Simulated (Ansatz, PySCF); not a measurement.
C₅H₉O, SMILES O=[C]CC(C)C, multiplicity 2. Atoms are numbered in the order given.

```xyz
15

C     -1.4391     1.5076     0.6536
C     -0.6094     0.2617     0.3669
C     -1.3622    -0.7180    -0.5254
C      0.7400     0.6572    -0.2423
C      1.7598    -0.4415    -0.3446
O      1.6886    -1.5637     0.0170
H     -2.4005     1.2418     1.1196
H     -0.9161     2.1985     1.3332
H     -1.6624     2.0564    -0.2764
H     -0.3950    -0.2436     1.3254
H     -1.5913    -0.2618    -1.5031
H     -2.3176    -1.0122    -0.0645
H     -0.7788    -1.6330    -0.7006
H      1.2288     1.4568     0.3424
H      0.6209     1.0831    -1.2549
```
Charge 0, spin multiplicity 2.

The structure is a stationary point at PBE0-D3(BJ)/def2-SVP. The isomer is the one that the SMILES or the coordinates give; other isomers of the formula were not compared. The values are those of a single conformer.

Two levels are set side by side: PBE-D3(BJ)/def2-SVP (Ansatz, a quantum-chemistry and plane-wave program) and PBE0-D3(BJ)/def2-SVP (Ansatz). Each level has its own optimised geometry; the coordinates shown are those of the second. Frequencies come from the Hessian of PySCF at each geometry. Differences are taken from unrounded values.

```csv
quantity,PBE0-D3(BJ)
mean bond length (Å),1.228
bond C1–C2 (Å),1.524
bond C2–C3 (Å),1.524
bond C2–C4 (Å),1.532
bond C4–C5 (Å),1.503
bond C5–O6 (Å),1.181
bond C1–H7 (Å),1.101
bond C1–H8 (Å),1.101
bond C1–H9 (Å),1.103
bond C2–H10 (Å),1.105
bond C3–H11 (Å),1.103
bond C3–H12 (Å),1.101
bond C3–H13 (Å),1.099
bond C4–H14 (Å),1.105
bond C4–H15 (Å),1.105
highest harmonic wavenumber (cm⁻¹),3167
mean harmonic wavenumber (cm⁻¹),1455
zero-point energy (kcal/mol),81.15
```

Problem. What does PBE-D3(BJ) give, and how far is it from PBE0-D3(BJ)? (Estimate from the structure and the level; the computed values follow.)

Solution. 
```csv
quantity,PBE-D3(BJ),PBE-D3(BJ) minus PBE0-D3(BJ)
mean bond length (Å),1.237,0.009
bond C1–C2 (Å),1.533,0.009
bond C2–C3 (Å),1.533,0.009
bond C2–C4 (Å),1.543,0.011
bond C4–C5 (Å),1.512,0.009
bond C5–O6 (Å),1.196,0.015
bond C1–H7 (Å),1.109,0.008
bond C1–H8 (Å),1.109,0.008
bond C1–H9 (Å),1.111,0.008
bond C2–H10 (Å),1.113,0.009
bond C3–H11 (Å),1.111,0.008
bond C3–H12 (Å),1.109,0.008
bond C3–H13 (Å),1.107,0.008
bond C4–H14 (Å),1.113,0.009
bond C4–H15 (Å),1.114,0.009
highest harmonic wavenumber (cm⁻¹),3077,-90
mean harmonic wavenumber (cm⁻¹),1407,-48
zero-point energy (kcal/mol),78.45,-2.69
```

GGA bonds tend to be longer and softer than those of functionals with exact exchange. Differences between two approximate levels are no errors against the true value.
